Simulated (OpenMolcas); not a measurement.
# Sb⁺: thermal populations, Slater's ratio, the spin-orbit constant, worked from levels

| Quantity | Value |
| --- | --- |
| Program | OpenMolcas 26.06 |
| Basis | ANO-RCC-VQZP [8s7p5d3f2g] |
| Scalar Hamiltonian | DKH2, point nucleus |
| Active space | 2 electrons in 3 orbitals (5p) |
| State averaging | 2S+1 = 3 even, 3 roots; 2S+1 = 1 even, 6 roots |
| Spin-orbit coupling | RASSI with atomic mean-field integrals over the reference wave functions, term energies averaged over their components |

Methods: CASSCF; SS-CASPT2, IPEA 0.25 Eh, imaginary shift 0.1 Eh (closed shells correlated: 4d 5s). Measured levels: NIST Handbook of Basic Atomic Spectroscopic Data.

**Thermal populations.** Z = Σ (2J + 1) exp(-E/kT) with k = 0.695035 cm-1/K, over the levels below. No other level of either list lies under 51700 cm-1, which is above 7 kT at each temperature.

```csv
Level,2J + 1,SS-CASPT2,measured
5s2 5p2 3P0,1,0.0,0.0
5s2 5p2 3P1,3,2630,3055
5s2 5p2 3P2,5,5040,5658
5s2 5p2 1D2,5,11960,12790
5s2 5p2 1S0,1,23030,23906
```

```tsv
T (K)	Z, SS-CASPT2	Z, measured levels	Ground level (%), SS-CASPT2	Ground level (%), measured levels
3000	2.312	2.035	43.3	49.1
5000	3.741	3.354	26.7	29.8
8000	5.487	5.054	18.2	19.8
```

At 8000 K, kT = 5560 cm-1, and the computed levels give Z = 1.000 + 1.869 + 2.020 + 0.582 + 0.016 = 5.487.

**Slater's ratio.** With one set of orbitals, p2 has 1D - 3P = 6 F2 and 1S - 1D = 9 F2 (F2 = F²/25), a ratio of 3/2. Term energies are centres of gravity, weighted by 2J + 1.

```json
{"Source": "CASSCF", "1D - 3P": "10532", "1S - 3P": "24666", "F2 from the first": "1755", "Ratio": "1.342"}
{"Source": "SS-CASPT2", "1D - 3P": "8285", "1S - 3P": "19357", "F2 from the first": "1381", "Ratio": "1.336"}
{"Source": "measured", "1D - 3P": "8628", "1S - 3P": "19744", "F2 from the first": "1438", "Ratio": "1.288"}
```

Energies in cm-1. A ratio away from 3/2 shows effects beyond one configuration with one set of orbitals, and in heavier atoms second-order spin-orbit shifts.

**The spin-orbit constant.** For the Hund term 3P of p2, E(J) = (A/2) J(J+1) + constant and ζ = 2S·A = 2A. From J = 0 to J = 2 the energy changes by 3 A.

| Source | E(2) - E(0) | A | ζ |
| --- | --- | --- | --- |
| CASSCF | 5099.8 | 1699.9 | 3400 |
| SS-CASPT2 | 5038.5 | 1679.5 | 3359 |
| measured | 5658.2 | 1886.1 | 3772 |

All in cm-1. SS-CASPT2 is off by -11.0 % and CASSCF by -9.9 %. Both methods take the spin-orbit matrix elements from the reference wave functions, so the second can move ζ only through the term energies and any multistate remixing. Second-order mixing with other terms is absorbed into this ζ.

CASPT2 breaks the degeneracy within a term, and the mean is taken; among the terms shown or strongly mixed into the levels shown the widest spread is 88 cm-1 (5s2 5p2 1D, SS-CASPT2). With the s shell closed, the reference lacks s² → p² mixing. Computed and measured levels are paired by configuration, term and J; levels that our copy of the source lacks, or whose pairing is in doubt (as where it misses far off the trend of its configuration), stay unpaired and out of the deviations. Only configurations of the active space appear.
